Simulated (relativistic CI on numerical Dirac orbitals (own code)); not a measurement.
## Pt⁺: what numerical and physical settings do to a radial Dirac CI calculation

Reference input:

```
atom Pt  Z=78  charge=1  electrons=77
nucleus A=195  rms_radius_fm=5.4270
hamiltonian dirac-coulomb  breit=on  qed=on  c_scale=1
orbitals kli  potential=per-configuration
slater_scale 1
correlation none
mixing on
grid step=0.0125 r_max=129.7
scf mixing=0.4 start=green max_iterations=150 tolerance=2e-08 node_fill=0.05
configurations
  [Xe] 4f14 5d9
  [Xe] 4f14 5d8 6s
  [Xe] 4f14 5d7 6s2
end
```

Computed lowest total energy -18399.74721 Ha, first excitation 3317.3 cm⁻¹, 37 SCF steps. Runs with settings changed; * marks those that are bad on purpose:

```csv
Changed,Outcome,Lowest level,ΔE (Ha),First excitation (cm⁻¹),SCF steps,Message
"QED terms off, Slater scale 0.5, SCF tolerance 1e-06",converged,5d9 2D_5/2,-14.1,6190.6,33,
"SCF tolerance 1e-10, iteration limit 30",converged,5d9 2D_5/2,-2.95e-10,3317.3,45,
start potential bare,converged,5d9 2D_5/2,-4.04e-10,3317.3,67,
nuclear radius 54.27 fm *,converged,5d9 2D_5/2,140,5255.1,37,
SCF tolerance 0.3 *,converged,5d9 2D_5/2,0.484,2788.3,9,
```

With so few configurations and no correlation, terms lie too far apart (by 10 to 50 % near neutrality), their order can be wrong, and levels of other configurations are missing.
